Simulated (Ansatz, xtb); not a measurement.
## C3H7AlOSi: which of two isomers lies lower

Structure a: `CC#C[SiH2][O][AlH2]`, a singlet. Structure b: `C#C[CH2][AlH][O][SiH3]`, a singlet. Both are isolated molecules in the gas phase, relaxed with r2SCAN-D4/def2-SVP; the shapes shown needn't be the lowest conformers.

a (Å):

```yaml
atoms:
  - { symbol: C, position_ang: [-4.7185, 0.2234, -0.7318] }
  - { symbol: C, position_ang: [-3.5989, -0.0919, 0.1339] }
  - { symbol: C, position_ang: [-2.6539, -0.3596, 0.8657] }
  - { symbol: Al, position_ang: [0.8235, 1.7201, 1.0956] }
  - { symbol: O, position_ang: [-0.0148, 0.3735, 1.7176] }
  - { symbol: Si, position_ang: [-1.2242, -0.7274, 1.9433] }
  - { symbol: H, position_ang: [-4.5119, 1.1259, -1.3297] }
  - { symbol: H, position_ang: [-5.6337, 0.4096, -0.1467] }
  - { symbol: H, position_ang: [-4.9261, -0.6031, -1.4308] }
  - { symbol: H, position_ang: [-1.6690, -0.6874, 3.3661] }
  - { symbol: H, position_ang: [-0.7158, -2.0920, 1.6221] }
  - { symbol: H, position_ang: [0.1239, 2.6275, 0.0023] }
  - { symbol: H, position_ang: [2.2771, 1.9851, 1.6595] }
```

b (Å):

```xyz
13

C    -0.4084    0.2188    1.0342
C    -0.5336   -0.9339    1.4103
C    -0.5622   -2.3208    1.8226
Al    1.2506   -3.0329    1.4919
O     2.0689   -2.4649    0.1142
Si    2.2601   -1.4354   -1.1688
H    -0.3390    1.2412    0.7134
H    -0.8393   -2.4255    2.8873
H    -1.3143   -2.8911    1.2448
H     1.9768   -4.0810    2.4234
H     3.3605   -1.9430   -2.0417
H     2.6228   -0.0662   -0.6950
H     1.0104   -1.3555   -1.9846
```

**Question.** Estimate which is lower in electronic energy at CCSD(T)/def2-SVP + ΔMP2/def2-TZVPP, and by roughly how much.

**Answer.** The CCSD(T)/def2-SVP + ΔMP2/def2-TZVPP calculation puts structure a lower, by 0.438 eV.

The same difference at several levels:

```tsv
level	geometry	E(b) − E(a) (eV)	departure from the last row (eV)	job, with rough time for the two
r2SCAN-D4/def2-SVP	r2SCAN-D4/def2-SVP	+0.415	−0.023	optimisation, 4.6 min
HF/def2-SVP	r2SCAN-D4/def2-SVP	+0.551	+0.113	part of the CCSD(T) run
MP2/def2-SVP	r2SCAN-D4/def2-SVP	+0.448	+0.010	part of the CCSD(T) run
CCSD(T)/def2-SVP	r2SCAN-D4/def2-SVP	+0.438	0.000	single point
CCSD(T)/def2-SVP + ΔMP2/def2-TZVPP	r2SCAN-D4/def2-SVP	+0.438		single point, 88 s
```

As drawn, b has 1 C–Al, 1 Si–H in place of 1 C–Si, 1 Al–H.

The levels shown agree on the order. The largest departure from CCSD(T)/def2-SVP + ΔMP2/def2-TZVPP is that of HF/def2-SVP, 0.113 eV. A small imaginary or near-zero mode remains, so no thermal terms are given. Levels run at GFN2-xTB geometries aren't shown. The last row adds to CCSD(T) the change of the MP2 difference between the two basis sets, here 0.000 eV.

The correlated steps freeze 14 core orbitals. Codes used: Ansatz 0.2.0, xtb 6.7.1; the last row on 2 threads of Intel(R) Xeon(R) Processor @ 2.70GHz on a shared host.
